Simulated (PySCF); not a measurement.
## Structure elucidation problem

Molecular formula: C$_{2}$H$_{12}$FPSi$_{4}$. Simulated spectra:

1H NMR (600 MHz, computed): δ 4.83 (m, 1H), 4.79 (m, 1H), 4.06 (m, 6H), 2.20 (m, 1H), 1.86 (m, 1H), 1.58 (m, 1H), 1.42 (m, 1H).

13C{1H} NMR (computed): δ 30.7, 4.2.

Calculated, not measured (PySCF 2.14): GFN2-xTB geometry, shieldings: GIAO PBE0/pcSseg-1. Averaged over atoms made equivalent by symmetry, fast rotation or ring inversion, no solvent model, non-relativistic Hamiltonian, single conformer.

δ = σ(ref) − σ, references computed at the same level: TMS for 1H, 13C.

Propose a structure and justify it.

Answers


- 2 carbon signals for 2 carbons: no two carbons are equivalent.
- Carbon types of the structure: 2 × CH2, leaving 8 H on heteroatoms.
- δC 30.7, 4.2: sp3 CH2 bonded to Si.
- δH 4.83, 4.79: hydrogen on a silicon bonded to C, Si, in a 4-membered ring.
- δH 4.06: hydrogen on a silicon bonded to P.
- δH 2.20, 1.86, 1.58, 1.42: hydrogen on an sp3 CH2 bonded to Si.

The compound is `C1C[Si@](F)(P([SiH3])[SiH3])[SiH2]1`.

The data come from this structure; uniqueness wasn't tested.

Splittings by 19F and 31P in the carbon and heteronuclear signals aren't shown, as no couplings were computed. Shifts are as computed. Against solution values, carbons near 30 ppm lie about +3 ppm off and those near 130 ppm about +5 ppm. Of 1309 compounds with measured shifts, 239 miss one by over three times the rms of a fit or turn the order of signals round; such compounds aren't used in these exercises. No couplings were computed; multiplicities are counted from neighbouring protons, with m where these are inequivalent, close in shift, in a saturated or five-membered ring or joined by F or P, and br s for small geminal =CH2 splittings.
